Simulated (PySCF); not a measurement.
ClI₃Sn. Atoms are numbered in the order given.

```xyz
5

Cl     0.0000     0.0000     2.7757
Sn     0.0000     0.0000     0.4179
I      2.2196     1.2815    -0.4282
I     -2.2196     1.2815    -0.4282
I      0.0000    -2.5630    -0.4282
```
Charge 0, spin multiplicity 1.

Geometry optimised at B3LYP-D3(BJ)/def2-SVP. The def2 effective core potentials stand for the cores of I, Sn; spin–orbit coupling is left out.

Level of theory: PBE0/def2-TZVP in PySCF.

ESP charges are fitted to the potential on shells at 1.4 to 2.0 van der Waals radii. Atomic charges (e):

```tsv
atom	Mulliken	Löwdin	ESP fit
Cl1	[?]	0.05	-0.03
Sn2	[?]	-0.46	-0.17
I3	[?]	0.13	0.07
I4	[?]	0.13	0.07
I5	[?]	0.13	0.07
```

Q: What belongs in the gaps? (The exact figures need the calculation; the answer reports its results.)

A: 
- Cl1, Mulliken: -0.30
- Sn2, Mulliken: 0.79
- I3, Mulliken: -0.16
- I4, Mulliken: -0.16
- I5, Mulliken: -0.16
